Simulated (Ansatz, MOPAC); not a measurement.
System: sulfur difluoride, SF2, charge 0, multiplicity 1. SMILES: FSF
Coordinates optimised at B3LYP-D3(BJ)/def2-TZVP (Ansatz, a program for electronic structure):
```
S
F 1 1.6052
F 1 1.6052 2 98.75
```
Charge 0, spin multiplicity 1.

Wanted: vertical ionisation energy to the doublet, in eV. Terms: no dispersion term unless named; 6-31G* and kin with 6d, 5d where marked; frozen cores in correlated levels; each state is the SCF solution reached for its charge and spin; spin-orbit terms left out; non-relativistic; UHF or UKS for open shells. CBS marks a two-point X^-3 extrapolation of the correlation energy; Hartree-Fock from the larger set. The bracket is a focal-point correction in the basis named. Ab initio and DFT rows: single points at B3LYP-D3(BJ) geometries (Ansatz). Semi-empirical rows: differences of heats of formation at the shared geometry for vertical values.

```tsv
species	coefficient	E at B3LYP/6-31G* (Ansatz), Eh	E at PBE0/def2-TZVPD (Ansatz), Eh	heat of formation at PM6 (MOPAC), kcal/mol
charge 1, doublet	+1	-597.42874	-597.22763	144.34
charge 0, singlet	-1	-597.79756	-597.60381	-73.76
```

Coupled cluster (Ansatz) is a level with limits of its own, used here on species with T1 under 0.025 (0.045 for open shells) and stable references: RI-MP2/CBS(aug-cc-pV(T+d)Z,aug-cc-pV(Q+d)Z)+[CCSD(T)-MP2]/aug-cc-pV(T+d)Z. Value to compare with, RI-MP2/CBS(aug-cc-pV(T+d)Z,aug-cc-pV(Q+d)Z)+[CCSD(T)-MP2]/aug-cc-pV(T+d)Z (Ansatz): 10.46 eV. 1 Eh = 27.2114 eV and 1 eV = 23.0605 kcal/mol.

Problem. Compute it at each level from the table, and compare with RI-MP2/CBS(aug-cc-pV(T+d)Z,aug-cc-pV(Q+d)Z)+[CCSD(T)-MP2]/aug-cc-pV(T+d)Z (Ansatz).

Solution. 
- B3LYP/6-31G*: the sum of coefficient times E is 0.36882 Eh, or 10.036 eV. Result: 10.04 eV. Its difference against RI-MP2/CBS(aug-cc-pV(T+d)Z,aug-cc-pV(Q+d)Z)+[CCSD(T)-MP2]/aug-cc-pV(T+d)Z (Ansatz) is -0.42 eV.
- PBE0/def2-TZVPD: the sum of coefficient times E is 0.37618 Eh, or 10.236 eV. Result: 10.24 eV. Its difference against RI-MP2/CBS(aug-cc-pV(T+d)Z,aug-cc-pV(Q+d)Z)+[CCSD(T)-MP2]/aug-cc-pV(T+d)Z (Ansatz) is -0.22 eV.
- PM6: the sum of coefficient times heat of formation is 218.10 kcal/mol, or 9.46 eV. Its difference against RI-MP2/CBS(aug-cc-pV(T+d)Z,aug-cc-pV(Q+d)Z)+[CCSD(T)-MP2]/aug-cc-pV(T+d)Z (Ansatz) is -1.00 eV.
